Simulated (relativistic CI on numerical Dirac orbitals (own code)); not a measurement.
What each ingredient does to the levels of Au19+

Base calculation: Dirac-Coulomb-Breit CI, orbitals from a KLI potential per configuration, model QED, unscaled Slater integrals.

Configuration list (outside the closed core [Kr]): 4d10.4f12.5s2, 4d10.4f14, 4d10.4f13.5s, 4d10.4f12.5s.5p, 4d10.4f12.5s.5d, 4d10.4f11.5s2.5p, 4d10.4f11.5s.5p2, 4d10.4f13.5d, 4d9.4f13.5s2, 4d10.4f12.5s.5g, 4d10.4f13.6s, 4d10.4f12.5p2, 4d10.4f11.5p3, 4d9.4f13.5p2, 4d10.4f13.5p, 4d9.4f14.5p, 4d10.4f13.5f, 4d9.4f14.5f. Double excitations out of closed p, d and f shells are left out; levels of such configurations are missing from the list, as are those of other unlisted configurations, and high levels can miss mixing partners.

The lowest level and the first level of each name with at least 55 % of one term (blank where a level has no safe partner in the second run):

```
             Level  Base (cm⁻¹)  Shift (cm⁻¹)
    4d10.4f14 1S_0            0             0
4d10.4f13.5s 3F°_4       124034       +379935
4d10.4f13.5s 3F°_3       129330       +374639
4d10.4f13.5s 3F°_2       154820       +349149
4d10.4f13.5s 1F°_3       160630       +352008
4d10.4f12.5s2 3H_6       291268       +766569
4d10.4f12.5s2 3F_4       302209              
4d10.4f12.5s2 3H_5       319995       +737841
4d10.4f12.5s2 3F_3       333552       +737525
4d10.4f12.5s2 1I_6       373091       +742215
4d10.4f12.5s2 3P_0       374573       +744900
4d10.4f12.5s2 3P_1       382072       +737401
4d10.4f12.5s2 1S_0       468700       +731034
 4d10.4f13.5p 3D_3       471938       +322278
```

At this charge transitions that keep the count of f electrons are usually good to a few per cent. Terms inside the open d or f shell come out 10 to 20 % too wide with unscaled integrals. Levels that differ in their count of f electrons can be misplaced by several ten thousand cm⁻¹, since the correlation energy of f electrons is missing or only estimated; rates across such gaps can be off by orders of magnitude. The computed lowest level isn't the tabulated ground level, which NIST ASD gives as 4f12 5s2 3H6; for such ions that label comes from theory and may be the wrong one.

Q: One thing was changed in a second run, which moved the levels as shown. Which?
A. configuration mixing switched off
B. non-relativistic limit
C. one mean potential for all configurations
D. Breit term removed
E. QED terms removed

A: B. Non-relativistic limit. Without relativity the fine structure collapses and s electrons lose their extra binding.

LS names give the leading component of a level, which can be under half, so a name can repeat, a term be missing and a line seem to break the LS rules.
